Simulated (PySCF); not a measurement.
Calculated NMR parameters of C[Si](C)(C)O[C@H]1OCC1=O

```yaml
Formula: C6H12O3Si
SMILES: C[Si](C)(C)O[C@H]1OCC1=O
Point_group_of_the_computed_structure: C1
Degrees_of_unsaturation: 2
Carbon_signals: 4
Proton_signals: 4
```

Molfile (atoms numbered from 1):
```
C6H12O3Si
     RDKit          3D

 22 22  0  0  0  0  0  0  0  0999 V2000
   -2.2378   -0.5749   -1.6976 C   0  0  0  0  0  0  0  0  0  0  0  0
   -0.9690   -0.2265   -0.3314 Si  0  0  0  0  0  4  0  0  0  0  0  0
   -0.7973    1.6414    0.0166 C   0  0  0  0  0  0  0  0  0  0  0  0
   -1.3769   -1.1501    1.2851 C   0  0  0  0  0  0  0  0  0  0  0  0
    0.4020   -0.8762   -1.0117 O   0  0  0  0  0  0  0  0  0  0  0  0
    1.7050   -0.6406   -0.7392 C   0  0  1  0  0  0  0  0  0  0  0  0
    2.1891    0.6651   -1.1011 O   0  0  0  0  0  0  0  0  0  0  0  0
    2.7046    0.9373    0.2035 C   0  0  0  0  0  0  0  0  0  0  0  0
    2.1440   -0.3714    0.7024 C   0  0  0  0  0  0  0  0  0  0  0  0
    2.0278   -0.9149    1.7566 O   0  0  0  0  0  0  0  0  0  0  0  0
   -2.0038   -0.0304   -2.6067 H   0  0  0  0  0  0  0  0  0  0  0  0
   -3.2315   -0.2800   -1.3786 H   0  0  0  0  0  0  0  0  0  0  0  0
   -2.2694   -1.6304   -1.9469 H   0  0  0  0  0  0  0  0  0  0  0  0
   -0.3083    1.8310    0.9691 H   0  0  0  0  0  0  0  0  0  0  0  0
   -1.7677    2.1267    0.0533 H   0  0  0  0  0  0  0  0  0  0  0  0
   -0.2139    2.1271   -0.7609 H   0  0  0  0  0  0  0  0  0  0  0  0
   -1.5461   -2.2064    1.0961 H   0  0  0  0  0  0  0  0  0  0  0  0
   -0.5664   -1.0784    2.0056 H   0  0  0  0  0  0  0  0  0  0  0  0
   -2.2722   -0.7561    1.7550 H   0  0  0  0  0  0  0  0  0  0  0  0
    2.3079   -1.4195   -1.2336 H   0  0  0  0  0  0  0  0  0  0  0  0
    3.7962    1.0088    0.2155 H   0  0  0  0  0  0  0  0  0  0  0  0
    2.2732    1.8380    0.6476 H   0  0  0  0  0  0  0  0  0  0  0  0
  1  2  1  0
  2  3  1  0
  2  4  1  0
  2  5  1  0
  5  6  1  0
  6  7  1  0
  7  8  1  0
  8  9  1  0
  9 10  2  0
  9  6  1  0
  1 11  1  0
  1 12  1  0
  1 13  1  0
  3 14  1  0
  3 15  1  0
  3 16  1  0
  4 17  1  0
  4 18  1  0
  4 19  1  0
  6 20  1  6
  8 21  1  0
  8 22  1  0
M  END
```

Computational details: geometry: GFN2-xTB, shieldings: GIAO PBE0/pcSseg-1, in PySCF (non-relativistic Hamiltonian, a single conformation, averaged over atoms made equivalent by symmetry, fast rotation or ring inversion, isolated molecule).

Scale: TMS for 1H, 13C, 29Si; 17O vs H2O (reference shieldings calculated alike).

| carbon | δC, type | δH (multiplicity) | HMBC from (2–3 bonds) | span of the C tensor (ppm) |
| --- | --- | --- | --- | --- |
| C1/C3/C4 | 1.9, CH3 | 0.20 (s) | H11/H12/H13/H14/H15/H16/H17/H18/H19 | 19 |
| C6 | 117.3, CH | 6.36 (s) | H21, H22 | 79 |
| C8 | 85.5, CH2 | H21 5.20 (m); H22 5.12 (m) | H20 | 78 |
| C9 | 216.6, C | – | H20, H21, H22 | 189 |

Other nuclei:
| atoms | nucleus | environment | δ (ppm) | σ (ppm) |
| --- | --- | --- | --- | --- |
| Si2 | 29Si | silicon bonded to 3 C, O | 20.9 | 328.2 |
| O10 | 17O | ketone oxygen | 671.9 | -335.8 |
| O5 | 17O | oxygen bonded to C, Si | 113.0 | 223.1 |
| O7 | 17O | ether oxygen | 71.2 | 264.9 |

- Carbon types of the structure: 1 × C, 1 × CH, 1 × CH2, 3 × CH3, which accounts for all hydrogens.
- δC 216.6: ketone carbonyl carbon; the double bond to the heteroatom, with no lone-pair donor beside it, deshields it most.
- δC 117.3: sp3 carbon bearing two oxygens; 2 electronegative neighbours deshield it.
- δC 85.5: sp3 CH2 bonded to O, α to a carbonyl; deshielded by the electronegative neighbour.
- δC 1.9: methyl carbon bonded to Si; an electropositive neighbour leaves it electron-rich and shielded.
- δH 6.36: hydrogen on an sp3 carbon bearing two oxygens; its carbon carries O, which withdraws density.

Shifts are as computed. Against solution values, carbons near 30 ppm lie about +3 ppm off and those near 130 ppm about +5 ppm. Of 1211 compounds with measured shifts, 218 miss one by over three times the rms of a fit or turn the order of signals round; such compounds aren't used in these exercises. Unscaled 17O shifts of doubly bonded oxygen tend to come out too high, by tens of ppm or more. Experimental scales use liquid or dissolved standards, which lie at an offset from isolated H2O (liquid H2O: subtract about 36 ppm). Multiplicities follow the n + 1 count of equivalent neighbours, as no J values were calculated; m marks all less simple cases, F and P coupling included.
